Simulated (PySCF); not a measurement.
C2H5ClF2GeO, singlet, at a GFN2-xTB geometry, atoms displaced at random by about 0.03 Å a coordinate; DF-TPSS/STO-3G, gradient (PySCF).

PySCF was given this input:
```python
from pyscf import gto, scf, dft

mol = gto.Mole()
mol.atom = '''
    C     2.68114928    0.23515392   -1.29512996
    C     1.91998919   -1.05539502   -0.96428394
    O     0.98941688   -1.01746077   -0.02111038
    Ge   -0.40337338    0.11924583    0.09857234
    F     0.18280300    1.72426298    0.46454834
    F    -1.04952169    0.36680518   -1.45431341
    Cl   -1.62964958   -0.50233069    1.57017732
    H     3.06053903    0.71423969   -0.37376394
    H     3.48315962    0.18671432   -1.98689705
    H     1.94255289    0.98612933   -1.68534996
    H     1.52837665   -1.49626764   -1.91244583
    H     2.69305020   -1.76473277   -0.62700856
'''
mol.basis = 'sto-3g'
mol.verbose = 4
mol.build()

mf = dft.RKS(mol)
mf.xc = 'tpss'
mf = mf.density_fit(auxbasis='def2-universal-jkfit')
mf.kernel()
g = mf.nuc_grad_method()
grad = g.kernel()
```

What the program printed (banner, timings and long lists left out):

```
PySCF version 2.14.0

[INPUT] verbose = 4
[INPUT] num. atoms = 12
[INPUT] num. electrons = 92
[INPUT] charge = 0
[INPUT] spin (= nelec alpha-beta = 2S) = 0
[INPUT] symmetry False subgroup None
[INPUT] Mole.unit = angstrom
[INPUT] Symbol           X                Y                Z      unit          X                Y                Z       unit  Magmom
[INPUT]  1 C      2.681149280000   0.235153920000  -1.295129960000 AA    5.066637838275   0.444376505918  -2.447440920119 Bohr   0.0
[INPUT]  2 C      1.919989190000  -1.055395020000  -0.964283940000 AA    3.628253731226  -1.994407541030  -1.822232552917 Bohr   0.0
[INPUT]  3 O      0.989416880000  -1.017460770000  -0.021110380000 AA    1.869726926222  -1.922722197789  -0.039892836585 Bohr   0.0
[INPUT]  4 Ge    -0.403373380000   0.119245830000   0.098572340000 AA   -0.762265214140   0.225341960196   0.186274726058 Bohr   0.0
[INPUT]  5 F      0.182803000000   1.724262980000   0.464548340000 AA    0.345447604749   3.258384798926   0.877869134221 Bohr   0.0
[INPUT]  6 F     -1.049521690000   0.366805180000  -1.454313410000 AA   -1.983308555891   0.693161331272  -2.748254044182 Bohr   0.0
[INPUT]  7 Cl    -1.629649580000  -0.502330690000   1.570177320000 AA   -3.079591385212  -0.949267428064   2.967205101804 Bohr   0.0
[INPUT]  8 H      3.060539030000   0.714239690000  -0.373763940000 AA    5.783580560242   1.349717401394  -0.706311481838 Bohr   0.0
[INPUT]  9 H      3.483159620000   0.186714320000  -1.986897050000 AA    6.582217729944   0.352838928334  -3.754691262206 Bohr   0.0
[INPUT] 10 H      1.942552890000   0.986129330000  -1.685349960000 AA    3.670892944582   1.863514357101  -3.184849848447 Bohr   0.0
[INPUT] 11 H      1.528376650000  -1.496267640000  -1.912445830000 AA    2.888213283680  -2.827536048649  -3.613998846767 Bohr   0.0
[INPUT] 12 H      2.693050200000  -1.764732770000  -0.627008560000 AA    5.089127317705  -3.334861618345  -1.184874456158 Bohr   0.0

nuclear repulsion = 753.679987961053
number of shells = 33
number of NR pGTOs = 171
number of NR cGTOs = 57
basis = sto-3g
ecp = {}

******** <class 'pyscf.df.df_jk.DFRKS'> ********
method = DFRKS
initial guess = minao
damping factor = 0
level_shift factor = 0
DIIS = <class 'pyscf.scf.diis.CDIIS'>
diis_start_cycle = 1
diis_space = 8
diis_damp = 0
SCF conv_tol = 1e-09
SCF conv_tol_grad = None
SCF max_cycles = 50
direct_scf = False
XC library pyscf.dft.libxc version 7.1.2
    S. Lehtola, C. Steigemann, M. J. T. Oliveira, and M. A. L. Marques,  SoftwareX 7, 1–5 (2018)
XC functionals = tpss
    J. Tao, J. P. Perdew, V. N. Staroverov, and G. E. Scuseria,  Phys. Rev. Lett. 91, 146401 (2003)
    J. P. Perdew, J. Tao, V. N. Staroverov, and G. E. Scuseria,  J. Chem. Phys. 120, 6898 (2004)
    J. Tao, J. P. Perdew, V. N. Staroverov, and G. E. Scuseria,  Phys. Rev. Lett. 91, 146401 (2003)
    J. P. Perdew, J. Tao, V. N. Staroverov, and G. E. Scuseria,  J. Chem. Phys. 120, 6898 (2004)
radial grids:
    Treutler-Ahlrichs [JCP 102, 346 (1995); DOI:10.1063/1.469408] (M4) radial grids

becke partition: Becke, JCP 88, 2547 (1988); DOI:10.1063/1.454033
pruning grids: <function nwchem_prune>
grids dens level: 3
symmetrized grids: False
atomic radii adjust function: <function treutler_atomic_radii_adjust>
small_rho_cutoff = 0
Set gradient conv threshold to 3.16228e-05
Initial guess from minao.
tot grids = 159408
init E= -2855.75857513966
  HOMO = -0.483265841262261  LUMO = -0.322344533656909  gap/eV = 4.37889
cycle= 1 E= -2857.46498872501  delta_E= -1.71  |g|= 0.579  |ddm|= 4.34
  HOMO = 0.0250320201218109  LUMO = 0.119571244718925  gap/eV = 2.57254
cycle= 2 E= -2857.37933233445  delta_E= 0.0857  |g|= 0.794  |ddm|= 2.44
  HOMO = -0.0682322243856451  LUMO = 0.0908113754900135  gap/eV = 4.32780
cycle= 3 E= -2857.59506310463  delta_E= -0.216  |g|= 0.139  |ddm|= 1.64
  HOMO = -0.10303459481305  LUMO = 0.0743443987366469  gap/eV = 4.82673
cycle= 4 E= -2857.60172990894  delta_E= -0.00667  |g|= 0.0584  |ddm|= 0.396
  HOMO = -0.104287607559804  LUMO = 0.0738629114971115  gap/eV = 4.84772
cycle= 5 E= -2857.60296276177  delta_E= -0.00123  |g|= 0.0209  |ddm|= 0.135
  HOMO = -0.102278315541241  LUMO = 0.0741901124353921  gap/eV = 4.80195
cycle= 6 E= -2857.60313115253  delta_E= -0.000168  |g|= 0.00426  |ddm|= 0.0431
  HOMO = -0.102647174062365  LUMO = 0.0742695068961725  gap/eV = 4.81415
cycle= 7 E= -2857.6031389673  delta_E= -7.81e-06  |g|= 0.000439  |ddm|= 0.00927
  HOMO = -0.102612709491048  LUMO = 0.0743212244213453  gap/eV = 4.81462
cycle= 8 E= -2857.60313901377  delta_E= -4.65e-08  |g|= 0.000298  |ddm|= 0.00127
  HOMO = -0.102628063639269  LUMO = 0.0743244508420918  gap/eV = 4.81512
cycle= 9 E= -2857.60313904677  delta_E= -3.3e-08  |g|= 6.26e-05  |ddm|= 0.00062
  HOMO = -0.10261808428423  LUMO = 0.0743252635049911  gap/eV = 4.81487
cycle= 10 E= -2857.60313904825  delta_E= -1.49e-09  |g|= 9.87e-06  |ddm|= 0.000125
  HOMO = -0.102619495338269  LUMO = 0.0743241466859718  gap/eV = 4.81488
cycle= 11 E= -2857.60313904827  delta_E= -1.77e-11  |g|= 9.84e-07  |ddm|= 2.16e-05
  HOMO = -0.1026193658702  LUMO = 0.0743244049498998  gap/eV = 4.81489
Extra cycle  E= -2857.60313904829  delta_E= -1.82e-11  |g|= 1.22e-06  |ddm|= 4.98e-06
converged SCF energy = -2857.60313904829

******** <class 'pyscf.df.grad.rks.Gradients'> for <class 'pyscf.df.df_jk.DFRKS'> ********
unit = Eh/Bohr
grid_response = False
--------------- DFRKS gradients ---------------
         x                y                z
0 C     0.0369343937    -0.0592762927    -0.0208140312
1 C    -0.0656153104     0.0219208628     0.0834451389
2 O     0.1066807606    -0.0164194084    -0.1089426641
3 Ge    -0.0654660201    -0.0231074157     0.0508924836
4 F     0.0043671612     0.0149234785     0.0009196575
5 F     0.0029364458     0.0030208250    -0.0021424311
6 Cl     0.0300263688     0.0190253184    -0.0361253044
7 H    -0.0039094510     0.0056006023    -0.0029028864
8 H    -0.0261570765     0.0133629712     0.0256733783
9 H    -0.0082194463     0.0069900030     0.0019808881
10 H    -0.0013074813    -0.0000674658     0.0131034103
11 H    -0.0104806823     0.0139715527    -0.0051804870
----------------------------------------------
```
